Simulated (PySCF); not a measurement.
## Calculated data, AlClHN

Calculation on a computer-drawn molecule: vertical ionisation energy to the stated ion spin, frozen-core CCSD(T) at the basis limit and cheaper methods, single-reference cases, UHF for radicals, no spin-orbit; all values are single points at the evaluated structure, the first of each entry, which is the reference or a displaced copy of it and isn't optimised; the reference structure only sets the zero of the energies above reference; triples share is (T) over the correlation energy. Program: PySCF 2.14.0.

Common to all runs: charge 0; multiplicity 1; ion multiplicity 2; diffuse functions no; basis cc-pV(n+d)Z; reference is the Hartree-Fock double-zeta minimum; best is HF at quadruple zeta + MP2 correlation extrapolated from triple and quadruple zeta + CCSD(T) minus MP2 at triple zeta; basis step is the size of the change from the same recipe one zeta lower.

(1) AlClHN

Evaluated structure:
```xyz
4
AlClHN
N     -0.3450    -1.7132     1.0698
Al     0.8747    -2.7437     1.0222
Cl     2.7494    -4.4781     0.9745
H     -1.1645    -1.0869     1.2634
```

Reference structure:
```xyz
4
AlClHN
N     -0.3544    -1.7216     1.1319
Al     0.8186    -2.7795     1.0456
Cl     2.3531    -4.1608     0.9344
H     -1.0893    -1.0611     1.1841
```

```
ionisation energy best                         : 9.42 eV
ionisation energy basis step                   : 0.09724 eV
energy above reference best                    : 29.16 kcal/mol
energy above reference basis step              : 1.504 kcal/mol
ionisation energy Koopmans at triple zeta      : 10.05 eV
ionisation energy EOM CCSD at triple zeta      : 9.352 eV
total energy HF triple zeta                    : -756.4624 hartree
total energy CCSD(T) triple zeta               : -756.9800 hartree
total energy best                              : -757.0578 hartree
T1 diagnostic at triple zeta                   : 0.01879
D1 diagnostic at triple zeta                   : 0.04638
ion T1 diagnostic at triple zeta               : 0.01716
ion D1 diagnostic at triple zeta               : 0.05182
ion spin squared at triple zeta                : 0.7688
triples share at triple zeta                   : 0.04771
basis functions triple zeta                    : 122
dipole magnitude HF at triple zeta             : 0.1785 debye
dipole magnitude CCSD unrelaxed at triple zeta : 0.3269 debye
dipole magnitude PBE at triple zeta            : 0.3594 debye
dipole magnitude r2SCAN at triple zeta         : 0.3426 debye
dipole magnitude B3LYP at triple zeta          : 0.2555 debye
dipole magnitude wB97X at triple zeta          : 0.2597 debye
```

Drawn bonds:
```tsv
atom	other atom	order
1	2	2
2	3	1
1	4	1
```

Triple zeta:
```tsv
method	ionisation energy (eV)	energy above reference (kcal/mol)
HF	7.504	33.64
PBE	9.292	25.46
r2SCAN	9.151	29.09
B3LYP	9.221	27.74
wB97X	9.172	31.12
MP2	9.465	29.06
CCSD	9.025	29.67
CCSD(T)	9.195	28.45
```

(2) AlClHN

Evaluated structure:
```xyz
4
AlClHN
N     -0.4122    -1.7438     1.1339
Al     0.8238    -2.8430     1.0482
Cl     2.3568    -4.1744     0.9653
H     -1.1000    -1.0666     1.2013
```

Reference structure:
```xyz
4
AlClHN
N     -0.3544    -1.7216     1.1319
Al     0.8186    -2.7795     1.0456
Cl     2.3531    -4.1608     0.9344
H     -1.0893    -1.0611     1.1841
```

```
ionisation energy best                         : 8.769 eV
ionisation energy basis step                   : 0.09311 eV
energy above reference best                    : 1.157 kcal/mol
energy above reference basis step              : 0.1119 kcal/mol
ionisation energy Koopmans at triple zeta      : 9.193 eV
ionisation energy EOM CCSD at triple zeta      : 8.602 eV
total energy HF triple zeta                    : -756.5106 hartree
total energy CCSD(T) triple zeta               : -757.0232 hartree
total energy best                              : -757.1024 hartree
T1 diagnostic at triple zeta                   : 0.01779
D1 diagnostic at triple zeta                   : 0.04575
ion T1 diagnostic at triple zeta               : 0.01195
ion D1 diagnostic at triple zeta               : 0.0323
ion spin squared at triple zeta                : 0.7607
triples share at triple zeta                   : 0.04601
basis functions triple zeta                    : 122
dipole magnitude HF at triple zeta             : 2.672 debye
dipole magnitude CCSD unrelaxed at triple zeta : 2.008 debye
dipole magnitude PBE at triple zeta            : 1.826 debye
dipole magnitude r2SCAN at triple zeta         : 2.003 debye
dipole magnitude B3LYP at triple zeta          : 2.04 debye
dipole magnitude wB97X at triple zeta          : 2.265 debye
```

Drawn bonds:
```tsv
atom	other atom	order
1	2	2
2	3	1
1	4	1
```

Triple zeta:
```tsv
method	ionisation energy (eV)	energy above reference (kcal/mol)
HF	6.751	3.401
PBE	8.693	1.2
r2SCAN	8.476	1.718
B3LYP	8.572	1.972
wB97X	8.456	2.483
MP2	8.759	1.019
CCSD	8.363	1.845
CCSD(T)	8.549	1.318
```

(3) AlClHN

Evaluated structure:
```xyz
4
AlClHN
N     -0.3520    -1.7225     1.1311
Al     0.8162    -2.7784     1.0469
Cl     2.3550    -4.1593     0.9344
H     -1.0881    -1.0612     1.1825
```

Reference structure:
```xyz
4
AlClHN
N     -0.3544    -1.7216     1.1319
Al     0.8186    -2.7795     1.0456
Cl     2.3531    -4.1608     0.9344
H     -1.0893    -1.0611     1.1841
```

```
ionisation energy best                         : 9.078 eV
ionisation energy basis step                   : 0.08713 eV
energy above reference best                    : 0.1946 kcal/mol
energy above reference basis step              : 0.009524 kcal/mol
ionisation energy Koopmans at triple zeta      : 9.56 eV
ionisation energy EOM CCSD at triple zeta      : 8.926 eV
total energy HF triple zeta                    : -756.5159 hartree
total energy CCSD(T) triple zeta               : -757.0250 hartree
total energy best                              : -757.1040 hartree
T1 diagnostic at triple zeta                   : 0.01608
D1 diagnostic at triple zeta                   : 0.04063
ion T1 diagnostic at triple zeta               : 0.0116
ion D1 diagnostic at triple zeta               : 0.02873
ion spin squared at triple zeta                : 0.7594
triples share at triple zeta                   : 0.04458
basis functions triple zeta                    : 122
dipole magnitude HF at triple zeta             : 2.078 debye
dipole magnitude CCSD unrelaxed at triple zeta : 1.573 debye
dipole magnitude PBE at triple zeta            : 1.413 debye
dipole magnitude r2SCAN at triple zeta         : 1.553 debye
dipole magnitude B3LYP at triple zeta          : 1.581 debye
dipole magnitude wB97X at triple zeta          : 1.751 debye
```

Drawn bonds:
```tsv
atom	other atom	order
1	2	2
2	3	1
1	4	1
```

Triple zeta:
```tsv
method	ionisation energy (eV)	energy above reference (kcal/mol)
HF	7.138	0.05155
PBE	8.994	0.185
r2SCAN	8.802	0.1552
B3LYP	8.899	0.135
wB97X	8.808	0.1051
MP2	9.062	0.203
CCSD	8.697	0.1498
CCSD(T)	8.863	0.1822
```

(4) AlClHN

Evaluated structure:
```xyz
4
AlClHN
N     -0.3520    -1.7225     1.1311
Al     0.7073    -2.6800     1.0547
Cl     2.2461    -4.0609     0.9422
H     -1.0881    -1.0612     1.1825
```

Reference structure:
```xyz
4
AlClHN
N     -0.3544    -1.7216     1.1319
Al     0.8186    -2.7795     1.0456
Cl     2.3531    -4.1608     0.9344
H     -1.0893    -1.0611     1.1841
```

```
ionisation energy best                         : 9.658 eV
ionisation energy basis step                   : 0.07704 eV
energy above reference best                    : 24.29 kcal/mol
energy above reference basis step              : 0.08596 kcal/mol
ionisation energy Koopmans at triple zeta      : 10.24 eV
ionisation energy EOM CCSD at triple zeta      : 9.528 eV
total energy HF triple zeta                    : -756.4849 hartree
total energy CCSD(T) triple zeta               : -756.9868 hartree
total energy best                              : -757.0656 hartree
T1 diagnostic at triple zeta                   : 0.01338
D1 diagnostic at triple zeta                   : 0.03251
ion T1 diagnostic at triple zeta               : 0.01103
ion D1 diagnostic at triple zeta               : 0.02949
ion spin squared at triple zeta                : 0.7576
triples share at triple zeta                   : 0.04188
basis functions triple zeta                    : 122
dipole magnitude HF at triple zeta             : 1.394 debye
dipole magnitude CCSD unrelaxed at triple zeta : 1.115 debye
dipole magnitude PBE at triple zeta            : 0.9889 debye
dipole magnitude r2SCAN at triple zeta         : 1.08 debye
dipole magnitude B3LYP at triple zeta          : 1.088 debye
dipole magnitude wB97X at triple zeta          : 1.183 debye
```

Drawn bonds:
```tsv
atom	other atom	order
1	2	2
2	3	1
1	4	1
```

Triple zeta:
```tsv
method	ionisation energy (eV)	energy above reference (kcal/mol)
HF	7.847	19.54
PBE	9.549	24.41
r2SCAN	9.408	22.87
B3LYP	9.511	22.4
wB97X	9.461	21.08
MP2	9.634	24.75
CCSD	9.322	23.12
CCSD(T)	9.458	24.21
```

(5) AlClHN

Evaluated structure:
```xyz
4
AlClHN
N     -0.3520    -1.7225     1.1311
Al     0.8006    -2.7643     1.0480
Cl     2.3394    -4.1452     0.9355
H     -1.0881    -1.0612     1.1825
```

Reference structure:
```xyz
4
AlClHN
N     -0.3544    -1.7216     1.1319
Al     0.8186    -2.7795     1.0456
Cl     2.3531    -4.1608     0.9344
H     -1.0893    -1.0611     1.1841
```

```
ionisation energy basis step          : ?
total energy CCSD(T) triple zeta      : ?
dipole magnitude PBE at triple zeta   : ?
dipole magnitude B3LYP at triple zeta : ?
```

Drawn bonds:
```tsv
atom	other atom	order
1	2	2
2	3	1
1	4	1
```

(6) AlClHN

Evaluated structure:
```xyz
4
AlClHN
N     -0.3626    -1.7534     1.0821
Al     0.7619    -2.7957     1.1027
Cl     2.3301    -4.1437     0.9564
H     -1.1191    -1.0247     1.1162
```

Reference structure:
```xyz
4
AlClHN
N     -0.3544    -1.7216     1.1319
Al     0.8186    -2.7795     1.0456
Cl     2.3531    -4.1608     0.9344
H     -1.0893    -1.0611     1.1841
```

```
T1 diagnostic at triple zeta     : ?
total energy CCSD(T) triple zeta : ?
ionisation energy best           : ?
```

Drawn bonds:
```tsv
atom	other atom	order
1	2	2
2	3	1
1	4	1
```

Question: Give the missing ionisation energy basis step for AlClHN (entry 5).
Answer: 0.0856 eV

Question: Estimate the total energy CCSD(T) triple zeta of AlClHN (entry 5).
Answer: -757.0232 hartree

Question: Estimate the dipole magnitude PBE at triple zeta of AlClHN (entry 5).
Answer: 1.352 debye

Question: Give the missing dipole magnitude B3LYP at triple zeta for AlClHN (entry 5).
Answer: 1.509 debye

Question: AlClHN (entry 6): T1 diagnostic at triple zeta?
Answer: 0.01546

Question: Give the missing total energy CCSD(T) triple zeta for AlClHN (entry 6).
Answer: -757.0175 hartree

Question: Give the missing ionisation energy best for AlClHN (entry 6).
Answer: 9.211 eV

Further results for AlClHN (entry 5):

```
ionisation energy best                         : 9.155 eV
energy above reference best                    : 1.369 kcal/mol
energy above reference basis step              : 0.00921 kcal/mol
ionisation energy Koopmans at triple zeta      : 9.65 eV
ionisation energy EOM CCSD at triple zeta      : 9.006 eV
total energy HF triple zeta                    : -756.5152 hartree
total energy best                              : -757.1021 hartree
T1 diagnostic at triple zeta                   : 0.01564
D1 diagnostic at triple zeta                   : 0.03931
ion T1 diagnostic at triple zeta               : 0.01146
ion D1 diagnostic at triple zeta               : 0.02773
ion spin squared at triple zeta                : 0.7591
triples share at triple zeta                   : 0.04415
basis functions triple zeta                    : 122
dipole magnitude HF at triple zeta             : 1.977 debye
dipole magnitude CCSD unrelaxed at triple zeta : 1.508 debye
dipole magnitude r2SCAN at triple zeta         : 1.485 debye
dipole magnitude wB97X at triple zeta          : 1.668 debye
```

Triple zeta:
```tsv
method	ionisation energy (eV)	energy above reference (kcal/mol)
HF	7.235	0.5101
PBE	9.07	1.424
r2SCAN	8.884	1.152
B3LYP	8.982	1.079
wB97X	8.896	0.851
MP2	9.137	1.45
CCSD	8.78	1.15
CCSD(T)	8.942	1.35
```

Further results for AlClHN (entry 6):

```
ionisation energy basis step                   : 0.0834 eV
energy above reference best                    : 5.003 kcal/mol
energy above reference basis step              : 0.02187 kcal/mol
ionisation energy Koopmans at triple zeta      : 9.733 eV
ionisation energy EOM CCSD at triple zeta      : 9.059 eV
total energy HF triple zeta                    : -756.5089 hartree
total energy best                              : -757.0963 hartree
D1 diagnostic at triple zeta                   : 0.03963
ion T1 diagnostic at triple zeta               : 0.01155
ion D1 diagnostic at triple zeta               : 0.02759
ion spin squared at triple zeta                : 0.7594
triples share at triple zeta                   : 0.04413
basis functions triple zeta                    : 122
dipole magnitude HF at triple zeta             : 1.821 debye
dipole magnitude CCSD unrelaxed at triple zeta : 1.376 debye
dipole magnitude PBE at triple zeta            : 1.216 debye
dipole magnitude r2SCAN at triple zeta         : 1.345 debye
dipole magnitude B3LYP at triple zeta          : 1.369 debye
dipole magnitude wB97X at triple zeta          : 1.525 debye
```

Triple zeta:
```tsv
method	ionisation energy (eV)	energy above reference (kcal/mol)
HF	7.303	4.491
PBE	9.12	4.566
r2SCAN	8.941	4.567
B3LYP	9.038	4.432
wB97X	8.956	4.191
MP2	9.197	5.12
CCSD	8.839	4.759
CCSD(T)	8.998	4.95
```
